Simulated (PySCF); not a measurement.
# Beryllium: a sound run and one with changed settings

Sound run: Be⁺ [He] 2s1, Be²⁺ 1s2. Calculation: PySCF 2.14, in cc-pVTZ-DK (4s3p2d1f, 30 functions); the spin-free X2C one-electron Hamiltonian (Gaussian nucleus). The sound run starts from symmetry-adapted Hartree-Fock orbitals and uses a fine grid where one is needed.

A second run was set up differently.

```json
{"species": "Be⁺", "method": "UHF", "sound run (hartree)": "-14.27971", "changed run (hartree)": "-14.27971", "converged": "yes"}
{"species": "Be⁺", "method": "MN15", "sound run (hartree)": "-14.33552", "changed run (hartree)": "-14.33977", "converged": "yes"}
{"species": "Be⁺", "method": "M06-L", "sound run (hartree)": "-14.33732", "changed run (hartree)": "-14.33592", "converged": "yes"}
{"species": "Be²⁺", "method": "UHF", "sound run (hartree)": "-13.61352", "changed run (hartree)": "-13.61352", "converged": "yes"}
{"species": "Be²⁺", "method": "MN15", "sound run (hartree)": "-13.67339", "changed run (hartree)": "-13.67335", "converged": "yes"}
{"species": "Be²⁺", "method": "M06-L", "sound run (hartree)": "-13.68821", "changed run (hartree)": "-13.68539", "converged": "yes"}
```

Ionisation energy of Be⁺:

```tsv
method	sound run (eV)	changed run (eV)
UHF	18.128	18.128
MN15	18.017	18.134
M06-L	17.663	17.702
```

(1) What was changed?
A. all electrons correlated in a valence basis
B. radial grid too coarse
C. level shift left on
D. minimal basis

Answers

(1) B. It used radial step 0.5 in ln r (0.13 in the sound run). A coarse radial grid mis-integrates the density and the exchange-correlation energy, with errors of either sign; Hartree-Fock needs no grid.
